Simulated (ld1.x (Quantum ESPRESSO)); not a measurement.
u(r) = r·R(r): atom against pseudo-atom (helium (He))

Columns: radius, all-electron u(r) and pseudo u(r) of the 1s shell (level -15.89 eV) of helium in the configuration 1s2; BP86, non-relativistic, TM scheme, ld1.x (Quantum ESPRESSO) 7.5.

```
r (bohr)  all-electron  pseudo
   0.042        0.1859  0.1418
   0.085        0.3451  0.2829
   0.128        0.4770  0.4161
   0.170        0.5830  0.5350
   0.212        0.6696  0.6399
   0.255        0.7410  0.7306
   0.298        0.7974  0.8032
   0.340        0.8400  0.8569
   0.382        0.8723  0.8946
   0.425        0.8960  0.9189
   0.467        0.9115  0.9313
   0.510        0.9206  0.9355
   0.552        0.9240  0.9337
   0.595        0.9227  0.9279
   0.638        0.9173  0.9194
   0.680        0.9087  0.9093
   0.722        0.8974  0.8975
   0.765        0.8835  0.8835
   0.807        0.8680  0.8680
   0.850        0.8506  0.8506
   0.892        0.8324  0.8324
   0.935        0.8127  0.8127
   0.977        0.7928  0.7928
   1.020        0.7719  0.7719
   1.062        0.7511  0.7511
   1.105        0.7295  0.7295
```

Problem. How many radial nodes do the two functions have?

Solution. The all-electron 1s function has n − l − 1 = 0; the pseudo-wave has 0.

Problem. At about which radius was the pseudo-wave matched?

Solution. 0.80 bohr. The columns agree to 0.0005 from 0.72 bohr on; several derivatives are matched, so the curves merge somewhat inside the radius.

Problem. Is the pseudo-wave norm-conserving?

Solution. Yes: the TM scheme keeps the norm inside the radius equal to the all-electron one, which fixes the energy derivative of the logarithmic derivative at the level.
